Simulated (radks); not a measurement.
Isoelectronic series with 1 electrons, each ion in its NIST ground configuration. Calculated with a radial shooting solver on a logarithmic mesh with Libxc functionals: scalar-relativistic Kohn-Sham, PBE, spin-unpolarised, spherical densities, point nucleus. Total energies (hartree) and orbital eigenvalues (eV):

| ion | configuration | E (hartree) | 1s |
|---|---|---|---|
| H | 1s1 | -0.45893 | -6.4927 |
| He+ | 1s1 | -1.90215 | -39.1300 |
| Li2+ | 1s1 | -4.34457 | -98.9214 |
| Be3+ | 1s1 | -7.78743 | -185.9240 |
| B4+ | 1s1 | -12.23145 | -300.1627 |
| C5+ | 1s1 | -17.67741 | -441.6598 |
| N6+ | 1s1 | -24.12623 | -610.4399 |
| O7+ | 1s1 | -31.57894 | -806.5312 |
| F8+ | 1s1 | -40.03677 | -1029.966 |
| Ne9+ | 1s1 | -49.50107 | -1280.781 |
| Mg11+ | 1s1 | -71.45544 | -1864.721 |
| Al12+ | 1s1 | -83.94907 | -2197.941 |
